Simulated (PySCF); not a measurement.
C₂H₆F₂OSi, SMILES COC(F)(F)[SiH3].

Coordinates come from a B3LYP-D3(BJ)/def2-SVP optimisation. This is a generated structure with no PubChem entry under its InChIKey; it may be hypothetical. The values are those of a single conformer.

Two levels are set side by side: PBE/def2-TZVP (PySCF) and r2SCAN/def2-TZVP (PySCF). Same geometry, gas phase. Differences are taken from unrounded values.

| quantity | r2SCAN |
|---|---|
| orbital gap (eV) | 7.72 |
| highest occupied level (eV) | -7.66 |
| lowest empty level (eV) | 0.07 |
| dipole moment (D) | 1.15 |
| mean polarisability (bohr³) | 58.1 |

Q: What does PBE give, and how far is it from r2SCAN? (The exact figures need the calculation; the answer reports its results.)

A: 
```tsv
quantity	PBE	PBE minus r2SCAN
orbital gap (eV)	6.93	-0.80
highest occupied level (eV)	-7.29	0.37
lowest empty level (eV)	-0.36	-0.43
dipole moment (D)	1.12	-0.03
mean polarisability (bohr³)	60.0	1.9
```

Rough cost on one machine, each run with all the roots and properties that it gave: r2SCAN against PBE about 4 times.
